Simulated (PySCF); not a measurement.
A PySCF script (with the pyscf-properties extension) for the NMR shieldings of SMILES CC[C@@]1(CF)C[SiH2]1, C5H11FSi, on a GFN2-xTB geometry:

```python
import basis_set_exchange as bse
import numpy as np
from pyscf import gto, dft
from pyscf.prop import nmr

atoms = """
C     2.062335    0.398855   -0.404809
C     1.010959   -0.032057    0.617644
C    -0.404653   -0.015954    0.068885
C    -0.920602    1.365153   -0.242350
F    -1.085626    2.101244    0.914891
C    -0.739375   -1.076399   -0.994081
Si   -1.661989   -1.324274    0.628725
H     1.962651    1.453095   -0.650673
H     3.060877    0.240801   -0.003554
H     1.964329   -0.178747   -1.321548
H     1.061509    0.627769    1.487228
H     1.244343   -1.044458    0.955803
H    -1.903913    1.325797   -0.721937
H    -0.231900    1.940969   -0.871677
H    -1.253022   -0.718010   -1.876220
H     0.074739   -1.737839   -1.257156
H    -1.186435   -2.365479    1.519354
H    -3.062987   -0.954147    0.679833
"""
names = dict.fromkeys(["C", "F", "Si", "H"], "pcSseg-1")
basis = {el: gto.basis.parse(bse.get_basis(n, elements=[el], fmt="nwchem")) for el, n in names.items()}
mol = gto.M(atom=atoms, basis=basis, charge=0, verbose=0)
mf = dft.RKS(mol, xc="PBE0")
mf.grids.level = 2
mf.grids.alignment = dft.numint.BLKSIZE   # the property module wants whole blocks of grid points
mf.conv_tol = 1e-9
mf.kernel()

calc = nmr.RKS(mf)   # GIAO
C = mf.mo_coeff
Co = C[:, mf.mo_occ > 0]
resp = mf.gen_response(singlet=True, hermi=2)
def vind(x):   # induced exchange potential for any number of trial vectors
    d = np.einsum("pi,xij,qj->xpq", C, 2 * x.reshape(-1, C.shape[1], Co.shape[1]), Co, optimize=True)
    return np.einsum("xpq,pi,qj->xij", resp(d - d.transpose(0, 2, 1)), C, Co, optimize=True).ravel()
mo1, _ = nmr.rhf.solve_mo1(calc, with_cphf=vind)
sigma = calc.kernel(mo1)
for i, s in enumerate(sigma):   # ppm
    print("%2d %-2s %9.2f" % (i, mol.atom_pure_symbol(i), np.trace(s) / 3))
```

Problem. What does it print?

Solution. 
```
 0 C     176.90
 1 C     159.22
 2 C     160.65
 3 C      99.54
 4 F     406.15
 5 C     182.95
 6 Si    482.16
 7 H      30.37
 8 H      30.72
 9 H      30.86
10 H      29.17
11 H      30.84
12 H      27.87
13 H      26.34
14 H      31.45
15 H      31.34
16 H      29.12
17 H      28.94
```

These numbers come from an equivalent density-fitted implementation of the same equations, which agrees with the script to about 0.01 ppm for H and up to a few tenths of a ppm for heavy atoms, so last digits may differ.

Problem. Turn these shieldings into chemical shifts. References, each an isolated molecule treated in the same way: $^{13}$C (σ = 186.93 ppm), $^{29}$Si (σ = 349.16 ppm), $^{1}$H (σ = 31.72 ppm) against TMS; $^{19}$F (σ = 170.95 ppm) against CFCl3.

Solution. Averaging equivalent atoms: C 3: 87.4; C 1: 27.7; C 2: 26.3; C 0: 10.0; C 5: 4.0; F 4: -235.2; Si 6: -133.0; H 13: 5.37; H 12: 3.85; H 17: 2.78; H 16: 2.60; H 10: 2.55; H 7/8/9: 1.06; H 11: 0.88; H 15: 0.37; H 14: 0.27 ppm. Unscaled 19F shifts against computed CFCl3 carry errors that often reach 10 to 50 ppm.

Size and cost of the density-fitted run: 181 basis functions, 52 s wall time on 1 thread of an Arm Neoverse N1, shared host; peak memory 0.83 GiB.
